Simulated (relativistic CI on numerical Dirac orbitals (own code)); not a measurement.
Nd³⁺ (4f3) in a crystal field

Calculated by Dirac-Coulomb-Breit CI, separate exchange-only KLI orbitals for each configuration, model QED (radiative potential, 1s self-energy scaled to tabulated hydrogen-like ionisation energies), valence Slater integrals scaled by 0.75, one configuration in a parametric crystal field (own radial code).

Field parameters in Wybourne normalisation. The field is a parameter set, without covalency.

S and J are read from ⟨S²⟩ = S(S + 1) and ⟨J²⟩ = J(J + 1) of each level; they are not fictitious spins.

D3d, B20 = 690, B40 = -1200, B43 = 210, B60 = -460, B63 = 590, B66 = -30 cm⁻¹, the lowest 16 levels:

```tsv
E (cm⁻¹)	Degeneracy	Irrep	S	J
0.0	2	Γ4	1.47	4.50
87.9	2	Γ5+Γ6	1.47	4.51
124	2	Γ4	1.47	4.51
267	2	Γ4	1.47	4.50
308	2	Γ5+Γ6	1.47	4.51
1924	2	Γ5+Γ6	1.49	5.50
1972	2	Γ4	1.49	5.50
1975	2	Γ4	1.49	5.51
2071	2	Γ4	1.49	5.50
2094	2	Γ5+Γ6	1.49	5.50
2107	2	Γ4	1.49	5.50
3853	2	Γ4	1.50	6.50
3894	2	Γ5+Γ6	1.50	6.50
3906	2	Γ4	1.50	6.50
4022	2	Γ4	1.50	6.50
4044	2	Γ4	1.50	6.50
```

Principal g values of the ground doublet: 0.46, 0.46, 4.92.

D4h, B20 = 2040, B40 = -1230, B44 = -590, B60 = 100, B64 = 360 cm⁻¹, the lowest 16 levels:

```tsv
E (cm⁻¹)	Degeneracy	Irrep	S	J
0.0	2	Γ6	1.47	4.50
24.3	2	Γ6	1.47	4.50
83.1	2	Γ7	1.47	4.50
295	2	Γ7	1.47	4.51
360	2	Γ6	1.47	4.50
1856	2	Γ7	1.49	5.50
1879	2	Γ6	1.49	5.50
1958	2	Γ6	1.49	5.50
2046	2	Γ7	1.49	5.49
2157	2	Γ7	1.49	5.50
2195	2	Γ6	1.49	5.50
3802	2	Γ7	1.50	6.50
3813	2	Γ7	1.50	6.50
3871	2	Γ6	1.50	6.50
3952	2	Γ6	1.50	6.50
4025	2	Γ7	1.50	6.49
```

Principal g values of the ground doublet: 0.53, 0.53, 6.29.

C2v, B20 = -480, B22 = 70, B40 = -330, B42 = -450, B44 = 330, B60 = -660, B62 = 50, B64 = -170, B66 = 110 cm⁻¹, the lowest 16 levels:

```csv
E (cm⁻¹),Degeneracy,S,J
0.0,2,1.47,4.50
17.0,2,1.47,4.50
111,2,1.47,4.50
161,2,1.47,4.50
226,2,1.47,4.50
1888,2,1.49,5.50
1942,2,1.49,5.50
1952,2,1.49,5.50
1972,2,1.49,5.50
1996,2,1.49,5.50
2045,2,1.49,5.50
3819,2,1.50,6.50
3885,2,1.50,6.50
3897,2,1.50,6.50
3907,2,1.50,6.50
3948,2,1.50,6.50
```

Principal g values of the ground doublet: 0.36, 1.23, 3.91.

The next free-ion level lies 1858 cm⁻¹ above the lowest; the field splits the ground level into components whose J stays near 9/2 as long as their spread is small against that gap.

Levels of this model without a field, named by their leading LS term (the scale mimics covalency, so terms lie below those of the real free ion): ⁴I°9/2 0, ⁴I°11/2 1858, ⁴I°13/2 3811, ⁴I°15/2 5816, ²H°9/2 11467, ⁴F°3/2 11578, ⁴F°5/2 12610, ⁴S°3/2 13414 cm⁻¹.
